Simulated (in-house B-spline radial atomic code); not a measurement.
Ionising Sc VIII (Sc7+) with different functionals

Computed with an all-electron radial atomic-structure program (B-spline basis): scalar-relativistic (spin-free X2C) Hamiltonian, Fermi nucleus of rms radius 3.5459 fm, spin-polarised at highest spin, spherical fractional occupations for the functionals, the average over the highest-spin determinants for Hartree-Fock. The ionisation energy is the difference of two self-consistent energies, [Ne] 3s2 3p2 → [Ne] 3s2 3p1, without Breit or QED terms; ε is the level of the shell that loses the electron (its least bound occupied spin orbital).

Hybrids are left out here: with spherical fractional occupations of an open shell their exact exchange keeps a self-interaction that integer-occupation calculations don't have.

| method | rung | ΔSCF (eV) | -ε(3p) (eV) |
| --- | --- | --- | --- |
| Hartree-Fock | Hartree-Fock | 157.36 | 157.78 |
| LDA VWN5 | LDA | 158.44 | 147.55 |
| LDA PW92 | LDA | 158.43 | 147.54 |
| LDA exchange-only | LDA | 156.90 | 146.07 |
| PBE | GGA | 158.46 | 147.64 |
| PBEsol | GGA | 158.36 | 147.52 |
| BLYP | GGA | 158.39 | 147.49 |
| RPBE | GGA | 158.44 | 147.65 |
| PW91 | GGA | 158.60 | 147.77 |
| BP86 | GGA | 158.53 | 147.68 |
| AM05 | GGA | 158.32 | 147.47 |
| OLYP | GGA | 158.87 | 148.07 |
| TPSS | meta-GGA | 158.61 | 147.87 |
| SCAN | meta-GGA | 158.84 | 148.31 |
| r2SCAN | meta-GGA | 158.75 | 148.24 |
| revTPSS | meta-GGA | 158.49 | 147.76 |

Q: How do they compare with the NIST value?

A: NIST lists 158.1 eV ± 0.25 (semi-empirical, ground level to ground level). Errors run from -1.18 to +0.79 eV; AM05 is closest (+0.24 eV), though others lie within the uncertainty of it, and part of that can be cancellation, since the calculations leave out spin-orbit coupling, Breit-QED terms, multiplet and fine-structure energies. Hartree-Fock also lacks correlation.
